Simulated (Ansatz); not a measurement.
Program: Ansatz. Geometries: PBE0-D4/def2-TZVP. ΔE: electronic, gas phase. CCSD(T)/CBS is the MP2 limit (def2-TZVPP, def2-QZVPP) plus CCSD(T) − MP2 in def2-TZVPP, frozen cores. This one scheme is used for every species. Functionals use def2-TZVPP. B3LYP here is the variant with VWN-RPA as its local correlation; programs differ in this. One conformer a species, not always the lowest.

Reaction (substitution at a C–C bond): `CC(F)OC(F)F` + H–F → `FC(F)OC(F)F` + CH₄

`CC(F)OC(F)F`:

Cartesian coordinates in Å:
```
C 0.246 1.071 -1.373
C 0.232 0.574 0.040
F 1.346 1.026 0.698
O 0.273 -0.831 0.021
C -0.366 -1.478 1.026
F -1.704 -1.259 0.974
F 0.033 -1.052 2.241
H 0.295 2.160 -1.379
H 1.116 0.668 -1.893
H -0.660 0.750 -1.890
H -0.638 0.919 0.607
H -0.174 -2.547 0.928
```

H–F:

```xyz
2

F    -0.286    0.144   -0.331
H     0.286   -0.144    0.331
```

`FC(F)OC(F)F`:

Cartesian coordinates in Å:
```
F 2.088 1.019 -0.098
C 0.799 0.830 0.177
F 0.590 1.192 1.453
O 0.546 -0.506 0.005
C -0.757 -0.852 -0.244
F -0.733 -2.023 -0.877
F -1.430 -1.017 0.907
H 0.181 1.464 -0.471
H -1.283 -0.108 -0.853
```

CH₄:

Cartesian coordinates in Å:
```
C 0.000 0.000 0.000
H -0.013 0.409 -1.010
H -0.957 0.196 0.484
H 0.799 0.471 0.572
H 0.171 -1.075 -0.046
```

| level | ΔE (kJ/mol) | difference from CCSD(T)/CBS |
| --- | --- | --- |
| PBE-D4 | 12.8 | -16.7 |
| r2SCAN-D4 | 9.2 | -20.3 |
| PBE0-D4 | 15.2 | -14.3 |
| ωB97X-V | 14.1 | -15.4 |
| ωB97M-V | 15.2 | -14.3 |
| B2PLYP | 14.6 | -14.9 |
| PBE | 9.3 | -20.2 |
| r2SCAN | 8.1 | -21.4 |
| PBE0 | 12.1 | -17.4 |
| B3LYP | 8.4 | -21.1 |
| MP2/def2-TZVPP | 27.3 | -2.2 |
| CCSD(T)/def2-TZVPP | 21.3 | -8.2 |
| HF/def2-QZVPP | 2.7 | -26.8 |
| SCS-MP2/def2-QZVPP | 27.5 | -2.0 |
| HF/CBS(def2) | 2.8 | -26.7 |
| MP2/CBS(def2) | 35.5 | 6.0 |
| CCSD(T)/CBS | 29.5 | 0 |

Largest T1 diagnostic among the species: 0.012.

The D4 term adds +5.6 kJ/mol with B3LYP and +3.1 kJ/mol with PBE0; it sums over pairs of atoms, weighted by their polarisabilities, and B3LYP, whose exchange is more repulsive, gets the larger term. In def2-TZVPP, CCSD(T) changes the Hartree–Fock value by +19.1 kJ/mol (the triples alone add +1.0 kJ/mol) and MP2 by +25.1 kJ/mol.
